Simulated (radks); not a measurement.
The numbers below are computed, except where a source is named.
Charge is removed step by step from the 2p down level of Ne+, starting from [He] 2s2 2p(up 3, down 2). Code: a radial shooting solver on a logarithmic mesh with Libxc functionals. Model: non-relativistic Kohn-Sham, PBE, spin-polarised, spherical densities, point nucleus.

removed (e)  E - E(0) (eV)  eigenvalue (eV)  E minus straight line (eV)
0                    0.000          -31.193                       0.000
0.125                4.052          -33.649                      -1.121
0.25                 8.414          -36.150                      -1.932
0.375               13.092          -38.694                      -2.428
0.5                 18.089          -41.279                      -2.603
0.625               23.413          -43.904                      -2.453
0.75                29.067          -46.566                      -1.972
0.875               35.056          -49.266                      -1.156
1                   41.385          -52.000                       0.000

Removing the whole electron costs 41.385 eV by Delta-SCF, against 31.193 eV from minus the eigenvalue at the starting occupation. Slater's transition state (half an electron removed) gives 41.279 eV. Integrating minus the eigenvalue over the occupation (Janak's theorem) gives 41.385 eV. The mean slope of the eigenvalue, de/dn, is 20.8 eV per electron. Ionisation energy of Ne+ in the NIST Atomic Spectra Database: 40.963 eV (measured).
